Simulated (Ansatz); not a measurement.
The same molecule with X = Mg, Zn, Cd. Ansatz, PBE0-D4/def2-TZVP geometries, multiplicity 1.

Elements past krypton have def2 core potentials. Outer-core shells of Cd, Mg, Zn are correlated without core-valence functions. Scalar relativity is left out up to krypton. Spin–orbit coupling is left out.

```
 X        molecule  vertical ionisation energy (CCSD(T)/def2-TZVPP) / eV  mean X–Cl bond length / Å  LUMO energy (PBE0/def2-TZVPP) / eV  HOMO–LUMO gap (PBE/def2-TZVPP) / eV  HOMO energy (PBE/def2-TZVPP) / eV
Mg  `[Cl][Mg][Cl]`                                                 11.68                      2.169                               -1.79                                 5.12                              -7.63
Cd  `[Cl][Cd][Cl]`                                                 11.40                      2.264                               -2.18                                 4.45                              -7.52
```

Problem. Give the row for X = Zn, `[Cl][Zn][Cl]`. (Estimate.)

Solution. Computed: 
```tsv
X	molecule	vertical ionisation energy (CCSD(T)/def2-TZVPP) / eV	mean X–Cl bond length / Å	LUMO energy (PBE0/def2-TZVPP) / eV	HOMO–LUMO gap (PBE/def2-TZVPP) / eV	HOMO energy (PBE/def2-TZVPP) / eV
Zn	`[Cl][Zn][Cl]`	11.78	2.084	-1.64	5.18	-7.75
```

From Mg to Cd the vertical ionisation energy (CCSD(T)/def2-TZVPP) isn't monotonic: highest at Zn, lowest at Cd; the mean X–Cl bond length isn't monotonic: highest at Cd, lowest at Zn; the LUMO energy (PBE0/def2-TZVPP) isn't monotonic: highest at Zn, lowest at Cd; the HOMO–LUMO gap (PBE/def2-TZVPP) isn't monotonic: highest at Zn, lowest at Cd; the HOMO energy (PBE/def2-TZVPP) isn't monotonic: highest at Cd, lowest at Zn. Bonds lengthen as the atom grows down the group.
